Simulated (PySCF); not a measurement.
## Electron correlation in Br⁺ (bromine, charge +1)

[Ar] 3d10 4s1 4p5, high-spin 3P determinant (an excited configuration). All numbers are calculated (PySCF 2.14, scalar relativity by spin-free X2C-1e, in x2c-TZVPPall with one added diffuse shell each of s, p, d type (7s6p5d1f, 57 functions)). Frozen: [Ar] 3d10; 6 electrons correlated.

```json
{"level": "CCSD", "correlation energy (mhartree)": "-200.45"}
{"level": "(T)", "correlation energy (mhartree)": "-17.98"}
{"level": "CCSD(T)", "correlation energy (mhartree)": "-218.43"}
```

Diagnostics: T1 = 0.018, D1 = 0.0363, largest double amplitude 0.195.

A double-excitation amplitude exceeds 0.15, a sign of near-degeneracy.

Cost of the coupled-cluster step: roughly 1.9 core-seconds, for 6 correlated electrons.
